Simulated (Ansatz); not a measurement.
Species: H₄GeNO, charge 0, doublet. H4GeNO (SMILES [NH2][GeH2][O], doublet).
B3LYP-D3(BJ)/def2-TZVP minimum from Ansatz (an electronic-structure program):
```xyz
7

Ge    -0.1050     0.0082     0.3023
N      1.5542     0.0074    -0.4648
O     -1.3734    -0.1049    -0.9727
H     -0.1761    -1.2100     1.2348
H     -0.5383     1.3369     0.9619
H      1.8917     0.8654    -0.8739
H      2.2890    -0.4656     0.0393
```
Charge 0, spin multiplicity 2.

Total energies in hartree (Ansatz). Radicals and triplets start from unrestricted determinants; spin-orbit coupling is neglected. Correlated methods leave the cores frozen (noble-gas shells, and filled d and f shells in the p block). No relativity. For partners of very few electrons the exact lower level stands in for a higher one.

| species | HF/cc-pVTZ | CCSD(T)/cc-pVTZ | HF/cc-pVQZ | CCSD(T)/cc-pVQZ | CCSD(T)/cc-pVDZ | CCSDT(Q)/cc-pVDZ |
|---|---|---|---|---|---|---|
| 1: H4GeNO (SMILES [O][GeH2][NH2], doublet) | -2207.08017 | -2207.65716 | -2207.09542 | -2207.71049 | -2207.41392 | -2207.41599 |
| 2: Ge (triplet) | -2075.36107 | -2075.42794 | -2075.36359 | -2075.43284 | -2075.34866 | -2075.34895 |
| 3: N (quartet) | -54.40069 | -54.51471 | -54.40372 | -54.52482 | -54.47850 | -54.47866 |
| 4: O (triplet) | -74.81176 | -74.97396 | -74.81729 | -74.99357 | -74.90995 | -74.91013 |
| 5: H (doublet) | -0.49981 | -0.49981 | -0.49995 | -0.49995 | -0.49928 | -0.49928 |

Q: Work out the atomisation energy (electronic, to ground-state atoms) in kcal/mol: take Hartree-Fock from cc-pVQZ, extrapolate the CCSD(T) correlation energy as X^-3 (X = 3, 4), and add CCSDT(Q) - CCSD(T) in cc-pVDZ. 1 hartree = 627.51 kcal/mol.

A: 
Species 1: correlation (64·(-0.61507) - 27·(-0.57699))/37 = -0.64286; step -0.00207; E1 = -2207.09542 + (-0.64286) + (-0.00207) = -2207.74035
Species 2: correlation (64·(-0.06925) - 27·(-0.06687))/37 = -0.07099; step -0.00029; E2 = -2075.36359 + (-0.07099) + (-0.00029) = -2075.43487
Species 3: correlation (64·(-0.12110) - 27·(-0.11402))/37 = -0.12627; step -0.00016; E3 = -54.40372 + (-0.12627) + (-0.00016) = -54.53015
Species 4: correlation (64·(-0.17628) - 27·(-0.16220))/37 = -0.18655; step -0.00018; E4 = -74.81729 + (-0.18655) + (-0.00018) = -75.00402
Species 5: correlation (64·(0.00000) - 27·(0.00000))/37 = 0.00000; step +0.00000; E5 = -0.49995 + (0.00000) + (+0.00000) = -0.49995
-1·E1 +1·E2 +1·E3 +1·E4 +4·E5 = 0.77151 hartree = 484.1 kcal/mol.
